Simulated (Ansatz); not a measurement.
ZnCl, SMILES [Cl][Zn+], charge +1.

Coordinates come from a B3LYP-D3(BJ)/def2-TZVP optimisation. The spin state was assumed, not searched.

Two levels are set side by side: PBE/def2-TZVPD (Ansatz, an electronic-structure program) and PBE0/def2-TZVPD (Ansatz). Energy differences of separate SCF runs at the same geometry; the states with an electron removed or added have multiplicity 2 and 2. Differences are taken from unrounded values.

| quantity | PBE0 |
|---|---|
| vertical ionisation energy (eV) | 17.61 |
| vertical electron affinity (eV) | 8.83 |
| vertical singlet–triplet gap (eV) | 2.55 |

Problem. What does PBE give, and how far is it from PBE0? (An estimate is asked for; the answer gives what the named calculation found.)

Solution. 
| quantity | PBE | PBE minus PBE0 |
|---|---|---|
| vertical ionisation energy (eV) | 17.85 | 0.24 |
| vertical electron affinity (eV) | 8.85 | 0.01 |
| vertical singlet–triplet gap (eV) | 2.58 | 0.03 |

Here PBE gives about what the other level gives.
